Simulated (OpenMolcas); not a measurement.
Computed transition rates of Cu²⁺

```
Program             : OpenMolcas
Method              : MS-CASPT2, IPEA 0.25 Eh, imaginary shift 0.1 Eh (closed shells correlated: 3s 3p)
Basis               : ANO-RCC-VQZP [7s6p4d3f2g1h]
Scalar Hamiltonian  : DKH2, point nucleus
Active space        : 9 electrons in 6 orbitals (3d 4s)
State averaging     : 2S+1 = 2 even, 29 roots; 2S+1 = 4 even, 10 roots kept (CI in the orbitals of an earlier block)
Spin-orbit coupling : state interaction with AMFI integrals over the reference wave functions, term energies averaged over their components
```

Rates come from the transition moments of the reference wave functions (E1 and E2 in the length form). At fixed line strength A goes as λ^-3 for E1 and M1 and as λ^-5 for E2, so a rate at the computed wavelength can be rescaled to the measured one. Measured vacuum wavelengths follow from level energies in Sugar and Musgrove, J. Phys. Chem. Ref. Data 19, 527 (1990). Branching counts decays inside the model space alone, at computed energies, and the table is only a selection of the E2 and M1 lines, drawn from those between levels with measured partners whose computed energy lies within a factor of 1.5 of the measured one.

| Upper | Lower | Type | λ computed (nm) | λ measured (nm) | A computed (s-1) | A rescaled (s-1) | Branching % |
| --- | --- | --- | --- | --- | --- | --- | --- |
| 3d8 4s 2F 7/2 | 3d9 2D 5/2 | E2 | 147.3 | 149.2 | 1.34e+02 | 1.26e+02 | 92.1 |
| 3d8 4s 2F 7/2 | 3d9 2D 3/2 | E2 | 152.3 | 154 | 1.12e+01 | 1.06e+01 | 7.7 |
| 3d8 4s 4F 7/2 | 3d9 2D 5/2 | E2 | 157.6 | 161.1 | 3.24e+00 |  | 93.1 |
| 3d8 4s 4F 5/2 | 3d9 2D 3/2 | E2 | 160.5 | 163.7 | 1.29e+00 |  | 90.8 |
| 3d8 4s 4F 3/2 | 3d9 2D 3/2 | E2 | 158.7 | 161.8 | 1.91e-01 |  | 52.8 |
| 3d8 4s 4F 7/2 | 3d9 2D 3/2 | E2 | 163.3 | 166.7 | 1.82e-01 |  | 5.2 |
| 3d9 2D 3/2 | 3d9 2D 5/2 | M1 | 4531 | 4827 | 1.75e-01 | 1.45e-01 | 100.0 |
| 3d8 4s 4F 3/2 | 3d9 2D 5/2 | E2 | 153.3 | 156.5 | 1.47e-01 |  | 40.4 |
| 3d8 4s 4F 5/2 | 3d8 4s 4F 7/2 | M1 | 9478 | 9228 | 6.64e-02 | 7.19e-02 | 4.7 |
| 3d8 4s 4F 5/2 | 3d9 2D 5/2 | E2 | 155 | 158.4 | 6.47e-02 |  | 4.5 |
| 3d8 4s 4F 7/2 | 3d8 4s 4F 9/2 | M1 | 8305 | 7937 | 5.72e-02 | 6.55e-02 | 1.6 |
| 3d8 4s 4F 9/2 | 3d9 2D 5/2 | E2 | 160.7 | 164.5 | 3.19e-02 |  | 100.0 |
| 3d8 4s 4F 3/2 | 3d8 4s 4F 5/2 | M1 | 13730 | 13550 | 2.47e-02 | 2.57e-02 | 6.8 |

Spin-changing lines and M1 lines between different terms are not rescaled, since their strength hangs on the term gaps too.

The largest correction is for 3d9 2D 3/2 → 3d9 2D 5/2 (M1): 1.75e-01 × (4531 / 4827)^3 = 1.45e-01 s-1, a factor of 0.83.

These are rates of the free ion; in crystals, glasses and complexes forced electric-dipole and non-radiative decay shorten such lifetimes by orders of magnitude. No measured rate stands beside these. Rescaling mends the energy factor alone: line strengths can still be far off where a level mixes with configurations outside the active space, and weak or spin-changing lines hang on small mixing coefficients that depend on the term gaps too, so rescaling need not improve them.

Term energies are means over components that CASPT2 splits; among the terms shown or strongly mixed into the levels shown the widest spread is 1100 cm-1 (3d8 4s 2F). Terms from blocks run as CI alone lack orbitals of their own. A single d shell beside an s shell can misplace configurations of different d count against each other. Measured partners are found by configuration, term and J. A level has none where our copy of the source lacks it or the pairing is in doubt (some pairs that miss far off the trend of their configuration count as doubtful). Only configurations of the active space appear.
